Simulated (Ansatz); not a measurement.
Cost and result up the ladder for NbO3H (5 atoms). Charge 0, multiplicity 1. Geometry: B3LYP-D4/def2-TZVP.

```csv
atom,x (Å),y (Å),z (Å)
Nb1,0.313,-0.013,-0.021
O2,-1.391,0.568,0.626
O3,1.194,-1.137,0.912
O4,-1.503,-0.423,-0.464
H5,1.387,1.005,-1.052
```

Ansatz on 2 threads of Arm Neoverse V2 on a shared host. Times are rough, and most runs start from the orbitals of an earlier one. CAM-B3LYP-D4/def2-TZVP serves as the yardstick here, not as an exact answer. Binding counts from free atoms at the same level (Nb sextet, O triplet, H doublet; other spins of the atoms weren't run), without zero-point energy or a counterpoise term.

In the def2 sets Nb takes a core potential; there is no spin–orbit coupling. HSE06 is defined as in plane-wave codes, on full-range PBE exchange. Correlated methods freeze 3 core orbitals; core or outer-core shells of Nb are correlated, in sets that lack core-valence functions. The structure holds 1 bond(s) between oxygen atoms. No other spin state of charge 0 was run. Another isomer (singlet) lies 3.80 eV lower at PBE0-D4/def2-TZVP; other spin states weren't run for this one.

Correlated methods converge slowly with the basis.

```tsv
level	functions	wall time
PBE-D4/def2-TZVP (with forces)	139	1.6 s
HSE06-D4/def2-TZVP	139	1.7 s
CAM-B3LYP-D4/def2-TZVP	139	1.9 s
PBE0-D4/def2-TZVP	139	2 s
r2SCAN-D4/def2-TZVP	139	2.7 s
CCSD(T)/def2-TZVPP	163	59 s
```

**Question.** Estimate what each level gives for the binding energy per atom (eV).

**Answer.** 
```json
{"level": "PBE-D4/def2-TZVP (with forces)", "binding energy per atom (eV)": "4.34", "difference from CAM-B3LYP-D4/def2-TZVP (eV)": "0.35", "remarks": "–"}
{"level": "HSE06-D4/def2-TZVP", "binding energy per atom (eV)": "3.89", "difference from CAM-B3LYP-D4/def2-TZVP (eV)": "-0.11", "remarks": "–"}
{"level": "CAM-B3LYP-D4/def2-TZVP", "binding energy per atom (eV)": "3.99", "difference from CAM-B3LYP-D4/def2-TZVP (eV)": "0.00", "remarks": "–"}
{"level": "PBE0-D4/def2-TZVP", "binding energy per atom (eV)": "3.88", "difference from CAM-B3LYP-D4/def2-TZVP (eV)": "-0.11", "remarks": "–"}
{"level": "r2SCAN-D4/def2-TZVP", "binding energy per atom (eV)": "4.04", "difference from CAM-B3LYP-D4/def2-TZVP (eV)": "0.05", "remarks": "–"}
{"level": "CCSD(T)/def2-TZVPP", "binding energy per atom (eV)": "3.95", "difference from CAM-B3LYP-D4/def2-TZVP (eV)": "-0.05", "remarks": "test for broken spin undecided"}
```
